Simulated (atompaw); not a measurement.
## iron: one change to a PAW (atompaw) potential, before and after

```json
{"Element": "Fe", "Generator": "atompaw 4.2.0.5", "Type": "PAW", "Functional": "PBEsol", "Relativity": "scalar-relativistic", "Frozen core": "[Ne]", "Valence charge": "16", "Reference configuration": "3s2 3p6 3d6 4s1 4p1", "Partial waves": "3s (bound): rc 1.15 bohr; 4s (bound): rc 1.45 bohr; 3p (bound): rc 1.35 bohr; 4p (bound): rc 1.35 bohr; 3d (bound): rc 1.45 bohr; 3d channel at 0.35 Ry: rc 1.45 bohr", "Local potential": "troulliermartins scheme with l = 3 at 0 Ry, radius 1.30 bohr", "Core correction": "smooth core density matched at 0.85 bohr", "Augmentation charge": "besselshape compensation charge, radius 1.15 bohr; PAW radius 1.45 bohr; waves and projectors: custom polynom vanderbiltortho"}
```

Change: all radii scaled by about 0.95 (s 1.10, p 1.28, d 1.38 bohr); local potential troulliermartins scheme with l = 3 at 0 Ry, radius 1.24 bohr; augmentation besselshape compensation charge, radius 1.10 bohr; PAW radius 1.38 bohr; waves and projectors: custom polynom vanderbiltortho; core correction smooth core density matched at 0.80 bohr.

Cutoffs: the cutoffs (Ry, on a coarse ladder) from which the occupation-weighted sum of valence levels, in a spherical-Bessel basis at the reference potential, stays within 10 and 1 mRy of its value at 400 Ry; they do not see the model core or the augmentation charge, which bear on the density cutoff.

Q: What does the change do?

A: The potential gets harder (70 Ry and 120 Ry → 80 Ry and 140 Ry); neither file shows a bound ghost. A smaller radius makes the pseudo-wave follow the all-electron one further in, where it bends more sharply, so more plane waves are needed.

| quantity | base | changed |
| --- | --- | --- |
| cutoff, loose | 70 Ry | 80 Ry |
| cutoff, tight | 120 Ry | 140 Ry |
| loose cutoff by channel (10 mRy a level) | s 30 Ry, p 35 Ry, d 40 Ry | s 30 Ry, p 40 Ry, d 45 Ry |
| bound ghosts | none | none |
| lowest overlap eigenvalue by channel | s 0.72, p 0.90, d 0.94 | s 0.72, p 0.90, d 0.94 |

 The cutoffs see the waves, projectors and local potential, not the compensation charge or the core.
